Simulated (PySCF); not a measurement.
SMILES CS[SiH2]C=O, GFN2-xTB optimised geometry.

```
11

C      2.24    -0.98     0.03
S      0.43    -1.10     0.01
Si    -0.08     0.97     0.00
C     -1.99     0.97     0.00
O     -2.63     1.99     0.00
H      2.56    -0.45     0.92
H      2.63    -1.99     0.04
H      2.58    -0.46    -0.86
H      0.44     1.61    -1.21
H      0.44     1.63     1.20
H     -2.52    -0.01     0.00
```

Density from PySCF with CAM-B3LYP/def2-TZVP at that geometry.

Minimum of the electron density along straight lines between bonded atoms, close to the bond critical point (lines longer than 1.1 times the sum of covalent radii, or with two minima, are not listed):

```tsv
bond	length / Å	ρ at the minimum / e bohr⁻³	∇²ρ there / e bohr⁻⁵	position (fraction from the first atom)
C1–S2	1.819	0.178	…	0.47
S2–Si3	2.136	0.103	…	0.64
Si3–C4	1.912	…	0.13	0.39
C4–O5	1.203	0.426	0.00	0.34
C1–H6	1.085	0.285	-1.00	0.65
C1–H7	1.084	0.285	-1.00	0.65
C1–H8	1.085	0.285	-1.00	0.65
Si3–H9	1.460	0.128	0.17	0.49
Si3–H10	1.460	0.128	0.17	0.49
C4–H11	1.110	0.278	-0.98	0.65
```

Question: What belongs in the gaps?

Answer: 
- C1–S2, ∇²ρ there / e bohr⁻⁵: -0.29
- S2–Si3, ∇²ρ there / e bohr⁻⁵: 0.09
- Si3–C4, ρ at the minimum / e bohr⁻³: 0.120
